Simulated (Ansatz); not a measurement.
`N[SiH](N)[GeH3]` + `[SiH3][SiH2]BCl` → `N[SiH](Cl)[GeH3]` + `NB[SiH2][SiH3]`  (redistribution)

Program: Ansatz. Geometries: PBE0-D4/def2-TZVP. ΔE: electronic, gas phase. CCSD(T)/CBS is the MP2 limit (def2-TZVPP, def2-QZVPP) plus CCSD(T) − MP2 in def2-TZVPP, frozen cores. For Ge outer-core shells are correlated without core-valence functions, which leaves a few kJ/mol of doubt a bond. Scalar relativity is left out up to krypton. Each species was taken in one conformer, which may not be the lowest.

| species | MP2/def2-TZVPP energy (Eh) |
| --- | --- |
| `N[SiH](N)[GeH3]` | -2478.80157 |
| `[SiH3][SiH2]BCl` | -1066.13874 |
| `N[SiH](Cl)[GeH3]` | -2882.66899 |
| `NB[SiH2][SiH3]` | -662.31049 |

(1) Work out ΔE.

Largest T1 diagnostic among the species: 0.014.

Answers

(1) ΔE = (-2882.66899) + (-662.31049) − (-2478.80157) − (-1066.13874) = -0.03917 Eh = -102.8 kJ/mol. CCSD(T)/CBS gives -101.7 kJ/mol.
